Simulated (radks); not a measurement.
Problem. Coherent X-ray form factor from a spherical all-electron density. Calculated with a radial shooting solver on a logarithmic mesh with Libxc functionals: non-relativistic Kohn-Sham, PBE, spin-polarised, spherical densities, point nucleus.

sin(theta)/lambda (1/angstrom)  f0 (electrons)
0.05                                     2.887
0.1                                      2.611
0.15                                     2.296
0.2                                      2.033
0.25                                     1.842
0.3                                      1.709
0.4                                      1.521
0.5                                      1.353
0.6                                      1.182
0.8                                      0.863
1                                        0.613
1.25                                     0.397
1.5                                      0.261
2                                        0.120

The species is in the configuration that NIST lists as its ground one. Which atom or ion scatters so?

Solution. The beryllium ion Be+, [He] 2s1. Extrapolating in s^2 from the first two rows gives f0(0) = 3.0, near the electron count 3; among species with that count, the fall with angle is slower the higher Z, and the table is that of Z = 4; from so few rows the species is fixed only to a neighbour or two.
